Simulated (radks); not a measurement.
The numbers below are computed, except where a source is named.
Valence configurations of neutral magnesium (all share [Ne]). Level of theory: scalar-relativistic Kohn-Sham, PBE, spin-unpolarised, spherical densities, point nucleus (a radial shooting solver on a logarithmic mesh with Libxc functionals). Energies are relative to 3s2; eigenvalues in eV.

| valence | E (eV) | e(3p) | e(3s) |
|---|---|---|---|
| 3s2 | 0.000 | - | -4.705 |
| 3s1 3p1 | 3.491 | -2.071 | -5.671 |
| 3p2 | 7.183 | -2.662 | - |
| 3s0.5 3p1.5 | 5.315 | -2.381 | -6.073 |
| 3s1.5 3p0.5 | 1.717 | -1.727 | -5.221 |

NIST lists [Ne] 3s2 as the ground configuration; this level of theory agrees among the configurations tried. The energies are those of spherical spin-averaged densities, not of single terms.
